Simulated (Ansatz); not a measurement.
The cluster Rb6⁺. Charge 1, multiplicity 2. Geometry PBE0/def2-SVP, that of the neutral singlet; atoms count from 1.

```xyz
6

Rb   -0.718    3.648    1.619
Rb    2.397   -3.316    0.458
Rb   -1.960   -3.242   -1.623
Rb    3.372    1.100    2.318
Rb   -3.903    1.188   -1.107
Rb    0.811    0.622   -1.664
```

In the def2 sets Rb takes a core potential; there is no spin–orbit coupling. The charge 1 doublet is spin-contaminated (final ⟨S²⟩ up to 0.87, 0.75 for a pure state). The structure comes from a short search, and lower isomers may exist.

(1) Estimate the Mulliken populations from the PBE0/def2-TZVP orbitals of Ansatz.

(2) Where does the spin sit?

(3) And the Mayer bond orders between bonded heavy atoms (over 0.3)?

## Answers

(1) 
| atom | charge (e) | spin (α − β) |
| --- | --- | --- |
| Rb1 | -0.01 | 0.51 |
| Rb2 | 0.01 | 0.25 |
| Rb3 | 0.01 | 0.23 |
| Rb4 | 0.01 | 0.12 |
| Rb5 | 0.02 | 0.12 |
| Rb6 | 0.96 | -0.22 |
Mulliken values and Mayer orders depend strongly on the basis.

(2) Summed by element: Rb 1.00, of 1 unpaired in all. Largest on single atoms: Rb1 0.51, Rb2 0.25, Rb3 0.23.

(3) Rb1–Rb4 0.44 (4.87 Å); Rb1–Rb5 0.43 (4.86 Å); Rb2–Rb3 0.40 (4.83 Å); Rb2–Rb4 0.55 (4.89 Å); Rb3–Rb5 0.55 (4.87 Å).
